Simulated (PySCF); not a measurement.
## Nitrogen: a sound run and one with changed settings

Sound run: N²⁺ [He] 2s2 2p1, N³⁺ [He] 2s2. Computed with PySCF 2.14 in jorge-DZP-DKH (4s2p1d, 15 functions), with the spin-free X2C one-electron Hamiltonian (Gaussian nucleus). The sound run starts from symmetry-adapted Hartree-Fock orbitals and uses a fine grid where one is needed.

A second run was set up differently.

```json
{"species": "N²⁺", "method": "UHF", "sound run (hartree)": "-52.83744", "changed run (hartree)": "-52.83744", "converged": "yes"}
{"species": "N²⁺", "method": "BP86", "sound run (hartree)": "-52.97011", "changed run (hartree)": "-52.97157", "converged": "yes"}
{"species": "N²⁺", "method": "LDA", "sound run (hartree)": "-52.49448", "changed run (hartree)": "-52.49706", "converged": "yes"}
{"species": "N³⁺", "method": "UHF", "sound run (hartree)": "-51.10313", "changed run (hartree)": "-51.10313", "converged": "yes"}
{"species": "N³⁺", "method": "BP86", "sound run (hartree)": "-51.20906", "changed run (hartree)": "-51.21140", "converged": "yes"}
{"species": "N³⁺", "method": "LDA", "sound run (hartree)": "-50.74101", "changed run (hartree)": "-50.74397", "converged": "yes"}
```

Ionisation energy of N²⁺:

| method | sound run (eV) | changed run (eV) |
| --- | --- | --- |
| UHF | 47.193 | 47.193 |
| BP86 | 47.921 | 47.897 |
| LDA | 47.714 | 47.704 |

Q: What was changed?
A. radial grid too coarse
B. basis contracted for another Hamiltonian
C. minimal basis
D. a valence shell is frozen

A: A. It used radial step 0.5 in ln r (0.13 in the sound run). A coarse radial grid mis-integrates the density and the exchange-correlation energy, with errors of either sign; Hartree-Fock needs no grid.
